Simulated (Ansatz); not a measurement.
C3H2N, doublet (typed; the unrestricted solution is spin-contaminated), at a GFN2-xTB geometry; HF/3-21G (Ansatz, an electronic-structure program).

Here is a job for Ansatz.
Ansatz 0.2 input:
```yaml
crystal:
  periodic: [false, false, false]
  atoms:
    - {symbol: C, position_ang: [-0.11313790, -1.67318767, 0.00936735]}
    - {symbol: C, position_ang: [0.54855143, -0.55698381, -0.00507353]}
    - {symbol: C, position_ang: [-0.07279738, 0.71679934, -0.00231842]}
    - {symbol: H, position_ang: [0.06167781, -2.72178733, 0.01180423]}
    - {symbol: H, position_ang: [1.64421931, -0.48441128, -0.02072222]}
    - {symbol: N, position_ang: [-0.55451343, 1.75520450, -0.00041920]}
basis:
  gaussian:
    orbitals: 3-21G.json
hamiltonian:
  xc: hf
magnetization: {spin_polarized: true, initial_magnetization: 1}
```
The basis file holds 3-21G in the JSON format of the Basis Set Exchange.

What the program printed (banner, timings and long lists left out):

```
Functional definition: HF
562 factors; integrals over basis functions are off by at most 1.0e-3 eV
mean field evaluation 1: about -4572.7424 eV, gradient 2.2e1 eV
mean field evaluation 2: about -4573.0979 eV, gradient 2.2e1 eV
mean field evaluation 4: about -4576.0388 eV, gradient 3.0e0 eV
mean field evaluation 8: about -4576.2434 eV, gradient 8.2e-1 eV
mean field evaluation 16: about -4576.4083 eV, gradient 1.0e-1 eV
mean field -4576.40852119 eV, -168.1799111525 hartree, gradient 1.4e-5 eV, S^2 1.164860; 0 other end points of the search recorded, 0 dependent functions left out
reference -4576.40852119 eV, -168.1799111525 hartree; 14, 13 occupied and 26, 27 virtual orbitals, 562 factors
Total energy: -4576.40852119 eV, -168.1799111525 hartree
```
